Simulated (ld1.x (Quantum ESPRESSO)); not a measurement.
# Transferability test, TM potential for Cl

```json
{"Element": "chlorine (Cl)", "Generator": "ld1.x (Quantum ESPRESSO) 7.5", "Type": "norm-conserving Troullier–Martins (Kleinman–Bylander form)", "Functional": "PBEsol", "Relativity": "scalar-relativistic", "Frozen core": "[Ne]", "Valence charge": "7", "Reference configuration": "3s1 3p6", "Partial waves": "3s (bound): rc 1.15 bohr; 3p (bound): rc 1.25 bohr; 3d channel at 0.05 Ry: rc 1.15 bohr", "Local potential": "all-electron potential smoothed inside 1.00 bohr (lloc = -1)", "Core correction": "none"}
```

Energies are relative to the spin-unpolarised reference configuration 3s1 3p6; without spin polarisation the order of configurations can differ from experiment.

```
valence configuration  charge  ΔE all-electron (eV)  error AE − PS (meV)
              3s2 3p3      +2                27.119                  +31
            3s2 3p4.5    +0.5                -6.550                 +1.1
              3s2 3p2      +3                65.374                 +117
            3s2 3p5.3    -0.3               -14.242                 +3.2
              3s2 3p1      +4               117.569                 +313
```

Q: What are ΔE and the potential's error for 3s2 3p5?

A: ΔE = -12.114 eV all-electron; the error (AE − PS) is +1.9 meV.

Q: What are ΔE and the potential's error for 3s2 3p4?

A: ΔE = 1.722 eV all-electron; the error (AE − PS) is +3.5 meV.

ld1.x printed “convergence not achieved” for 3 of the counted tests; their residual had stalled under 1e-8, short of the target of 1e-14.
